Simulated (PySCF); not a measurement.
# Mayer bond orders and bond lengths

C5H13OPSi2.
SMILES with atom numbers: `[CH3:1][Si@@:2]([OH:3])([SiH2:4][PH2:5])[C:6]1=[CH:7][CH2:8][CH2:9]1` (hydrogens: H10, H11, H12 on C1; H13 on O3; H14, H15 on Si4; H16, H17 on P5; H18 on C7; H19, H20 on C8; H21, H22 on C9)

Cartesian coordinates in Å at the GFN2-xTB level; atoms count from 1:
```
atom  x, y, z in Å
C1    -0.8227   -2.5325   -0.0849
Si2   -0.8400   -0.6497   -0.4018
O3    -1.4543   -0.3197   -1.8843
Si4   -2.2615    0.5362    1.0068
P5    -2.2624    2.7562    0.6824
C6     0.9350   -0.0344   -0.2841
C7     1.7485    0.7066   -1.0500
C8     2.8752    0.7313   -0.0625
C9     1.9503   -0.1230    0.8375
H10   -0.1611   -3.0538   -0.7725
H11   -1.8167   -2.9541   -0.2026
H12   -0.4892   -2.7573    0.9224
H13   -1.0791   -0.6787   -2.6848
H14   -3.6806    0.1559    0.9491
H15   -1.8660    0.3783    2.4171
H16   -0.8868    2.8602    0.5591
H17   -2.4298    2.6759   -0.6883
H18    1.6536    1.1433   -2.0288
H19    3.7933    0.2395   -0.3829
H20    3.1217    1.7153    0.3359
H21    2.3136   -1.1273    1.0470
H22    1.6486    0.3513    1.7694
```

Bond orders from the PBE0/pcSseg-1 density (PySCF). The structure is a single GFN2-xTB conformer in the gas phase; no vibrational or solvent corrections.

Problem. How far do the computed orders between heavy atoms stray from the drawn ones?

Solution. The largest departure is 0.235, at C6–C7 (drawn double, 1.765). Drawn single, order below 0.88: Si2–Si4 (0.873) and Si2–C6 (0.803).

Problem. Set the Mayer orders of the bonds between heavy atoms beside their lengths.

Solution. 
```tsv
bond	drawn as	length (Å)	Mayer order
C1–Si2	single	1.909	0.919
Si2–O3	single	1.638	1.029
Si2–Si4	single	2.326	0.873
Si4–P5	single	2.244	0.988
Si2–C6	single	1.882	0.803
C6–C7	double	1.341	1.765
C7–C8	single	1.498	1.051
C8–C9	single	1.548	1.058
C9–C6	single	1.515	1.037
```

Bonds between the same two heavy elements. C–Si: lowest Si2–C6 (0.803, 1.882 Å), highest C1–Si2 (0.919, 1.909 Å); in 1 of the 1 pairs the longer bond (by over 0.003 Å) has the higher order (by 0.02 or more). C–C: lowest C9–C6 (1.037, 1.515 Å), highest C6–C7 (1.765, 1.341 Å); in 1 of the 6 pairs the longer bond (by over 0.003 Å) has the higher order (by 0.02 or more).

Problem. And the bonds to hydrogen?

Solution. C–H: 0.93 to 1.02 (8 bonds); H–O: 0.93 (1 bond); H–Si: 0.92 to 0.93 (2 bonds); H–P: 0.93 (2 bonds).

Problem. Sum the orders of all bonds at each heavy atom with more than one neighbour and set the sums beside the valence in the SMILES.

Solution. C1 3.784 (drawn 4), Si2 3.624 (drawn 4), O3 1.961 (drawn 2), Si4 3.710 (drawn 4), P5 2.849 (drawn 3), C6 3.605 (drawn 4), C7 3.836 (drawn 4), C8 3.973 (drawn 4), C9 3.969 (drawn 4). Orders between atoms that aren't bonded are not in these sums.

Mayer orders depend on the basis set.

These values come from a run that also computed NMR shieldings. Hardware: an Intel Xeon at 2.50 GHz with one thread, no GPU (shared host). Cost: 3.6 min of wall time (grids of density and orbitals included), 1.1 GiB resident at most.
